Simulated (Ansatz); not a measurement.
System: C2H8AlNO2 (charge 0, singlet). 
Coordinates optimised at B3LYP-D3(BJ)/def2-TZVP (Ansatz, a first-principles code):
```
Al
O 1 1.6857
C 2 1.4024 1 138.44
H 3 1.0940 2 109.81 1 135.12
H 3 1.0948 4 107.95 2 -120.54
H 3 1.0960 4 107.88 5 -116.46
O 1 1.6857 2 123.94 3 3.27
C 7 1.4024 1 138.44 2 3.27
H 8 1.0940 7 109.81 1 135.12
H 8 1.0948 9 107.95 7 -120.54
H 8 1.0960 9 107.88 10 -116.46
N 1 1.7593 2 118.03 3 -176.73
H 12 1.0064 1 124.46 2 0.65
H 12 1.0064 13 111.08 1 -180.00
```

Basis-set convergence of Hartree-Fock and CCSD(T) correlation energies (hartree) with Ansatz. Cores are frozen in the correlated levels unless marked. No spin-orbit coupling. Non-relativistic.

```tsv
basis	functions	E(HF)	E(corr, CCSD(T))
aug-cc-pV(D+d)Z	219	-526.66170	-1.02018
aug-cc-pV(T+d)Z	469	(withheld)	(withheld)
```

Fill in the missing entries.


- aug-cc-pV(T+d)Z, E(HF): -526.75171
- aug-cc-pV(T+d)Z, E(corr, CCSD(T)): -1.21740
